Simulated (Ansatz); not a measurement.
Consider the ligand exchange at a B–O bond: `OCOB[SeH]` + HCl → `ClB[SeH]` + `OCO`.

Gas-phase electronic energies from Ansatz, PBE0-D4/def2-TZVP geometries. CCSD(T)/CBS is the MP2 limit (def2-TZVPP, def2-QZVPP) plus CCSD(T) − MP2 in def2-TZVPP, frozen cores. This one scheme is used for every species. Functionals use def2-TZVPP. B3LYP here is the variant with VWN-RPA as its local correlation; programs differ in this. For Se outer-core shells are correlated without core-valence functions, which leaves a few kJ/mol of doubt a bond. Scalar relativity is left out up to krypton. One conformer a species, not always the lowest.

Is it downhill or uphill in electronic energy at CCSD(T)/CBS, and by how much? (Estimate.)

Computed: Uphill: ΔE = +6.7 kcal/mol.

What do these levels give: PBE-D4, B3LYP-D4, ωB97X-V, B2PLYP, r2SCAN, B3LYP, MP2/def2-TZVPP, CCSD/def2-TZVPP, HF/def2-QZVPP, HF/CBS(def2), MP2/CBS(def2), CCSD/CBS(def2)? (Best estimate.)

The calculation gave: PBE-D4 5.5, B3LYP-D4 7.3, ωB97X-V 6.7, B2PLYP 6.5, r2SCAN 6.0, B3LYP 6.3, MP2/def2-TZVPP 6.2, CCSD/def2-TZVPP 7.2, HF/def2-QZVPP 7.4, HF/CBS(def2) 7.5, MP2/CBS(def2) 5.7, CCSD/CBS(def2) 6.7 kcal/mol.

Largest T1 diagnostic among the species: 0.012.

The D4 term adds +1.0 kcal/mol with B3LYP and +0.6 kcal/mol with PBE0; it sums over pairs of atoms, weighted by their polarisabilities, and B3LYP, whose exchange is more repulsive, gets the larger term.
